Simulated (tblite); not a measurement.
Species: C6H4NP.
Atom-mapped SMILES: `[CH:1]#[C:2][c:3]1[cH:4][cH:5][n:6][cH:7][p:8]1` (hydrogens: H9 on C1; H10 on C4; H11 on C5; H12 on C7)

Computed with GFN2-xTB (tblite), gas phase: Langevin dynamics at 300 K from the optimised GFN2-xTB geometry, time step 0.5 fs, friction 0.01 fs⁻¹, 2000 steps.

Start geometry:
```
atom  x, y, z in Å
C1      2.942   -0.462   -1.212
C2      1.810   -0.326   -0.832
C3      0.479   -0.171   -0.390
C4      0.236    0.443    0.835
C5     -1.042    0.630    1.335
N6     -2.163    0.262    0.739
C7     -2.156   -0.335   -0.426
P8     -0.799   -0.777   -1.435
H9      3.931   -0.580   -1.542
H10     1.082    0.787    1.415
H11    -1.177    1.114    2.295
H12    -3.142   -0.586   -0.808
```

The statistics below take the 31 frames saved every 25 fs from 250 to 1000 fs; their kinetic temperature (all 3N coordinates) averages 289 K.

Question: How do the bond lengths spread?

Answer: 
```json
{"bond": "C1≡C2", "start (Å)": "1.202", "mean (Å)": "1.206", "standard deviation (Å)": "0.009", "shortest (Å)": "1.183", "longest (Å)": "1.233"}
{"bond": "C2–C3", "start (Å)": "1.412", "mean (Å)": "1.424", "standard deviation (Å)": "0.030", "shortest (Å)": "1.362", "longest (Å)": "1.515"}
{"bond": "C3–C4", "start (Å)": "1.391", "mean (Å)": "1.382", "standard deviation (Å)": "0.021", "shortest (Å)": "1.329", "longest (Å)": "1.437"}
{"bond": "C4–C5", "start (Å)": "1.385", "mean (Å)": "1.394", "standard deviation (Å)": "0.026", "shortest (Å)": "1.346", "longest (Å)": "1.438"}
{"bond": "C5–N6", "start (Å)": "1.322", "mean (Å)": "1.313", "standard deviation (Å)": "0.026", "shortest (Å)": "1.264", "longest (Å)": "1.379"}
{"bond": "N6–C7", "start (Å)": "1.308", "mean (Å)": "1.323", "standard deviation (Å)": "0.023", "shortest (Å)": "1.287", "longest (Å)": "1.391"}
{"bond": "C7–P8", "start (Å)": "1.748", "mean (Å)": "1.756", "standard deviation (Å)": "0.027", "shortest (Å)": "1.710", "longest (Å)": "1.810"}
{"bond": "C3–P8", "start (Å)": "1.758", "mean (Å)": "1.762", "standard deviation (Å)": "0.038", "shortest (Å)": "1.712", "longest (Å)": "1.850"}
{"bond": "C1–H9", "start (Å)": "1.049", "mean (Å)": "1.052", "standard deviation (Å)": "0.015", "shortest (Å)": "1.017", "longest (Å)": "1.086"}
{"bond": "C4–H10", "start (Å)": "1.082", "mean (Å)": "1.082", "standard deviation (Å)": "0.029", "shortest (Å)": "1.034", "longest (Å)": "1.166"}
{"bond": "C5–H11", "start (Å)": "1.083", "mean (Å)": "1.091", "standard deviation (Å)": "0.027", "shortest (Å)": "1.033", "longest (Å)": "1.150"}
{"bond": "C7–H12", "start (Å)": "1.087", "mean (Å)": "1.092", "standard deviation (Å)": "0.029", "shortest (Å)": "1.044", "longest (Å)": "1.158"}
```

Question: Give the same statistics for bond angles, one of each kind among heavy atoms.

Answer: 
```tsv
angle	start (°)	mean (°)	standard deviation (°)	smallest (°)	largest (°)
C1–C2–C3	179.7	167.6	6.4	155.3	178.8
C2–C3–C4	119.3	117.6	4.2	108.8	125.8
C2–C3–P8	117.5	118.3	4.6	112.0	128.0
C4–C3–P8	123.3	123.4	3.0	118.0	131.0
C3–C4–C5	122.6	122.5	3.3	113.5	128.2
C4–C5–N6	125.6	125.2	3.2	118.4	131.6
C5–N6–C7	121.6	121.7	2.6	117.5	126.5
N6–C7–P8	129.3	128.5	2.6	123.4	133.5
C3–P8–C7	97.7	97.2	1.9	93.1	100.2
```

Question: How far does each atom move about its mean position (frames aligned on the start, all atoms weighted alike), and what rms force does it feel?

Answer: 
```json
{"atom": "C1", "rms displacement (Å)": "0.16", "rms force (eV/Å)": "1.26"}
{"atom": "C2", "rms displacement (Å)": "0.15", "rms force (eV/Å)": "1.30"}
{"atom": "C3", "rms displacement (Å)": "0.20", "rms force (eV/Å)": "1.80"}
{"atom": "C4", "rms displacement (Å)": "0.15", "rms force (eV/Å)": "1.89"}
{"atom": "C5", "rms displacement (Å)": "0.08", "rms force (eV/Å)": "2.05"}
{"atom": "N6", "rms displacement (Å)": "0.15", "rms force (eV/Å)": "1.80"}
{"atom": "C7", "rms displacement (Å)": "0.09", "rms force (eV/Å)": "1.56"}
{"atom": "P8", "rms displacement (Å)": "0.25", "rms force (eV/Å)": "1.13"}
{"atom": "H9", "rms displacement (Å)": "0.31", "rms force (eV/Å)": "0.64"}
{"atom": "H10", "rms displacement (Å)": "0.22", "rms force (eV/Å)": "0.99"}
{"atom": "H11", "rms displacement (Å)": "0.18", "rms force (eV/Å)": "1.00"}
{"atom": "H12", "rms displacement (Å)": "0.19", "rms force (eV/Å)": "0.96"}
```

The displacements run from 0.08 to 0.31 Å, the largest at H9.

Question: How widely does the potential energy scatter, against a harmonic estimate?

Answer: Mean 0.42 eV above the start, standard deviation 0.108 eV, range 0.26 to 0.66 eV. For 30 classical harmonic modes at 300 K the canonical values are 30kT/2 = 0.39 eV and kT·√(30/2) = 0.100 eV.

The run is classical and short, so these are rough statistics of one trajectory.

What follows is the cost of the whole dynamics run. The run took 11 s wall on one thread of an Arm Neoverse V1, on a shared host, and the process peaked at 0.18 GiB of memory.
